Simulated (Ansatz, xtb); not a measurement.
Two structures of ClSi2Sn

Structure a: a doublet given by its coordinates. Structure b: a doublet given by its coordinates. Both are isolated molecules in the gas phase, relaxed with PBE0-D3(BJ)/def2-SVP.

a (Å):

```yaml
atoms:
  - { symbol: Cl, position_ang: [2.2078, 2.9514, -1.3704] }
  - { symbol: Si, position_ang: [0.8005, 1.1868, -1.5493] }
  - { symbol: Si, position_ang: [1.3813, -0.7145, -2.5988] }
  - { symbol: Sn, position_ang: [2.9593, 1.1302, -3.3523] }
```

Close contacts (Å): Cl1–Si2 2.26, Cl1–Sn4 2.79, Si2–Si3 2.25, Si2–Sn4 2.81, Si3–Sn4 2.54.

b (Å):

```xyz
4

Cl   -0.0191    1.7095   -0.7206
Si    1.4629    1.0843   -2.0099
Si    2.3364   -0.3397   -3.3798
Sn    3.7208    1.8981   -2.9533
```

Close contacts (Å): Cl1–Si2 2.06, Si2–Si3 2.16, Si2–Sn4 2.58, Si3–Sn4 2.67.

Task: Estimate which is lower in electronic energy at CCSD(T)/def2-SVP, and by roughly how much.

Result: The CCSD(T)/def2-SVP calculation puts structure b lower, by 35.5 kJ/mol.

Level by level:

```json
{"level": "PBE0-D3(BJ)/def2-SVP", "geometry": "PBE0-D3(BJ)/def2-SVP", "E(b) − E(a) (kJ/mol)": "−31.3", "departure from the last row (kJ/mol)": "+4.2", "job, with rough time for the two": "optimisation, 9.1 min"}
{"level": "HF/def2-SVP", "geometry": "PBE0-D3(BJ)/def2-SVP", "E(b) − E(a) (kJ/mol)": "−53.0", "departure from the last row (kJ/mol)": "−17.5", "job, with rough time for the two": "part of the CCSD(T) run"}
{"level": "MP2/def2-SVP", "geometry": "PBE0-D3(BJ)/def2-SVP", "E(b) − E(a) (kJ/mol)": "−54.3", "departure from the last row (kJ/mol)": "−18.8", "job, with rough time for the two": "part of the CCSD(T) run"}
{"level": "CCSD(T)/def2-SVP", "geometry": "PBE0-D3(BJ)/def2-SVP", "E(b) − E(a) (kJ/mol)": "−35.5", "departure from the last row (kJ/mol)": "", "job, with rough time for the two": "single point, 1.7 min"}
```

None of the levels shown reverses the order. The largest departure from CCSD(T)/def2-SVP is that of MP2/def2-SVP, 18.8 kJ/mol. Levels run at GFN2-xTB geometries aren't shown.

With harmonic frequencies from PBE0-D3(BJ)/def2-SVP (ideal gas, rigid rotor, one conformer each, 400 K, 1 atm): on the last row, ΔE + ΔZPE = −33.4, ΔH = −34.4, ΔG = −32.2 kJ/mol.

Open shells are spin-unrestricted, with notable spin contamination under HF/def2-SVP, MP2/def2-SVP, CCSD(T)/def2-SVP. The correlated steps freeze 19 core orbitals; the filled d shell of Sn is correlated, in a basis made for valence electrons. Atoms past krypton carry core potentials in the def2 sets and no spin–orbit term is included. Mirror images aren't counted in ΔG. Run with Ansatz 0.2.0; the last row on 1 thread of AMD EPYC (Zen 3) on a shared host.
